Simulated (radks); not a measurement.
Values are calculated unless marked as measured or tabulated.
Isoelectronic series with 49 electrons, all held in the configuration [Kr] 4d10 5s2 5p1, which need not be the ground one along the series. Level of theory: scalar-relativistic Kohn-Sham, PBEsol, spin-polarised, spherical densities, point nucleus; open shells are filled with parallel spins first (spin-orbit coupling, left out, can overturn this in heavy ions) (a radial shooting solver on a logarithmic mesh with Libxc functionals). Total energies (hartree) and orbital eigenvalues (hartree) (* marks an orbital that is empty in some or all of the ions):

ion,E (hartree),5p down*,5p up,5s down,5s up
In,-5878.96568,-0.07673,-0.10266,-0.29001,-0.31204
Sb2+,-6477.74250,-0.71868,-0.75613,-1.06535,-1.09954
I4+,-7109.76579,-1.61875,-1.66435,-2.09378,-2.13628
Cs6+,-7775.2710,-2.73100,-2.78359,-3.33608,-3.38567
La8+,-8474.5817,-4.03896,-4.09794,-4.77858,-4.83463
Pr10+,-9208.0776,-5.53427,-5.59927,-6.41477,-6.47689
Pm12+,-9976.1841,-7.21209,-7.28288,-8.24136,-8.30930
Eu14+,-10779.3684,-9.06950,-9.14592,-10.25686,-10.33043

Estimate the row of Tb16+.

Answer. E (hartree) -11618.1388; 5p down* -11.10469; 5p up -11.18662; 5s down -12.46091; 5s up -12.53995.
